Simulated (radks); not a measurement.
Question: Tb3+, 62 electrons, occupied as [Kr] 4d10 4f8 5s1.5 5p6 5f0.5 (fractional occupations, a model configuration). Calculated with a radial shooting solver on a logarithmic mesh with Libxc functionals: scalar-relativistic Kohn-Sham, LDA (Slater exchange, Perdew-Wang correlation), spin-polarised, spherical densities, finite nucleus; open shells are filled with parallel spins first (spin-orbit coupling, left out, can overturn this in heavy ions); Fermi nuclear charge, rms radius 5.06 fm. Some entries of the table are withheld. Estimate them.

orbital  occ.  eigenvalue (hartree)  <r^2> (bohr^2)
1s up       1             -1905.090       0.0006325
1s down     1             -1905.088       0.0006325
2s up       1             -316.9911        0.009902
2s down     1             -316.9861        0.009902
2p up       3             -281.9854        0.007992
2p down     3             -281.9813        0.007992
3s up       1             -71.40047         0.06566
3s down     1             -71.30770         0.06557
3p up       3             -60.60086         0.06586
3p down     3             -60.50879         0.06574
3d up       5             -46.47648         0.05520
3d down     5             -46.40431         0.05506
4s up       1             -15.29656          0.3308
4s down     1             -15.09784          0.3309
4p up       3             -11.73355          0.3737
4p down     3             -11.53696          0.3740
4d up       5              -6.83736          0.4482
4d down     5              -6.64405          0.4499
5s up       1              -3.02320           1.843
5s down   0.5              -2.91201           1.891
5p up       3              -2.12684           2.448
5p down     3              -2.03963           2.535
4f up       7              -1.51183          0.8331
4f down     1              -1.33556          0.9010
5f up     0.5                   (1)           21.96
5f down     0                   (2)           23.34

Answer: 
(1) 5f up eigenvalue (hartree): -0.40882
(2) 5f down eigenvalue (hartree): -0.38600
